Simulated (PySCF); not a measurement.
# Potential energy of SnH⁺ along the bond

Set-up: basis Sn def2-TZVPPD with ECP28, H def2-TZVPPD; scalar-relativistic core potentials; PySCF 2.14. Energies in eV from Sn⁺ + H in their ground configurations at the same level. State: ¹Σ⁺ (singlet), closed shell.

| R (Å) | PBE0 | r²SCAN |
| --- | --- | --- |
| 1.515 | -2.184 | -2.246 |
| 1.586 | -2.464 | -2.522 |
| 1.656 | -2.625 | -2.681 |
| 1.709 | -2.685 | -2.739 |
| 1.762 | -2.702 | -2.755 |
| 1.815 | -2.686 | -2.738 |
| 1.885 | -2.621 | -2.673 |
| 1.973 | -2.488 | -2.541 |
| 2.079 | -2.277 | -2.332 |
| 2.220 | -1.942 | -2.002 |

**Question.** Put a parabola through the three lowest points of the PBE0 curve and estimate Re, k and ωe (reduced mass 0.9994 u; 1 eV/Å² = 0.16022 mdyn/Å; ωe = 1302.8·√(k/μ) cm⁻¹).

**Answer.** Through R = 1.709, 1.762, 1.815 Å the second-order coefficient is 5.87 eV/Å², so Re ≈ 1.763 Å, k ≈ 1.88 mdyn/Å and ωe ≈ 1788 cm⁻¹. A polynomial fit of higher order to the unrounded PBE0 energies gives Re = 1.761 Å, k = 1.97 mdyn/Å, ωe = 1828 cm⁻¹; anharmonicity and rounding make the difference.

The higher-order fit for each curve: PBE0: Re = 1.761 Å, ωe = 1828 cm⁻¹, De = 2.70 eV; r²SCAN: Re = 1.760 Å, ωe = 1822 cm⁻¹, De = 2.76 eV.

Spin–orbit coupling is left out, which matters for elements this heavy, above all for dissociation energies. For an ion De counts to the pair picked by the measured ionisation energies or electron affinities, which need not be the lowest pair at this level.
